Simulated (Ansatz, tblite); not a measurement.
Removing and adding an electron: `C[Si](C)(C)C#Cc1cnc(-c2cnc(-c3cnc(-c4cnc(-c5cnc(-c6cnc(C#C[Si](C)(C)C)s6)s5)s4)s3)s2)s1`. Total charge 0; singlet. Geometry: PBE-D4/def2-SVP. Ansatz, gas phase; energy differences of separate SCF runs; the oxidised species was run as a doublet alone; the reduced species was run as a doublet alone.

Cartesian coordinates in Å:
```
C -7.969 10.540 7.768
Si -6.180 11.088 7.500
C -5.313 11.386 9.153
C -6.112 12.639 6.422
C -5.291 9.724 6.619
C -4.709 8.808 6.022
C -4.048 7.769 5.345
C -4.555 6.858 4.410
N -3.681 5.951 3.912
C -2.470 6.107 4.426
C -1.337 5.287 4.083
C -0.015 5.329 4.534
N 0.831 4.409 4.016
C 0.206 3.622 3.149
C 0.865 2.551 2.444
C 2.210 2.184 2.554
N 2.611 1.141 1.791
C 1.616 0.655 1.065
C 1.746 -0.455 0.160
C 0.807 -1.079 -0.666
N 1.256 -2.118 -1.410
C 2.546 -2.340 -1.193
C 3.304 -3.378 -1.839
C 4.653 -3.724 -1.708
N 5.086 -4.763 -2.457
C 4.102 -5.265 -3.193
C 4.285 -6.383 -4.086
C 5.484 -7.075 -4.300
N 5.442 -8.098 -5.183
C 4.228 -8.250 -5.693
C 3.837 -9.218 -6.640
C 3.485 -10.064 -7.471
Si 3.034 -11.359 -8.720
C 3.350 -10.648 -10.442
C 4.131 -12.864 -8.403
C 1.209 -11.790 -8.495
S 3.035 -7.081 -5.072
S 2.548 -4.452 -2.989
S 3.292 -1.243 -0.026
S 0.074 1.498 1.298
S -1.507 3.991 2.926
S -2.342 7.428 5.591
H -8.544 11.334 8.289
H -8.469 10.330 6.801
H -8.015 9.620 8.385
H -5.822 12.197 9.715
H -5.325 10.472 9.780
H -4.256 11.685 9.000
H -5.065 12.954 6.243
H -6.589 12.459 5.437
H -6.646 13.478 6.916
H -5.604 6.861 4.082
H 0.354 6.059 5.272
H 2.911 2.707 3.219
H -0.248 -0.770 -0.735
H 5.355 -3.199 -1.042
H 6.416 -6.810 -3.782
H 4.416 -10.371 -10.568
H 2.736 -9.742 -10.619
H 3.093 -11.397 -11.221
H 3.959 -13.275 -7.388
H 3.914 -13.664 -9.141
H 5.203 -12.597 -8.488
H 0.565 -10.903 -8.660
H 0.906 -12.574 -9.220
H 1.012 -12.173 -7.473
```

The xTB rows come from tblite. Single mean-field runs in def2-SVP are fitted with def2-universal-jkfit.

```
           level  −HOMO (eV)  vertical IE (eV)  −LUMO (eV)  vertical EA (eV)  HOMO–LUMO gap (eV)  IE − EA (eV)
        GFN1-xTB       10.66             11.91        9.24              7.94                1.42          3.98
        GFN2-xTB       10.26             11.42        8.82              7.53                1.43          3.89
 PBE-D4/def2-SVP        5.11              6.38        3.55              2.34                1.55          4.04
PBE0-D4/def2-SVP        5.92              6.82        3.10              2.27                2.82          4.55
```

 Raw xTB energy differences between charge states are shifted by several eV; the methods need an empirical correction for them. Sets without diffuse functions give affinities that are too small.
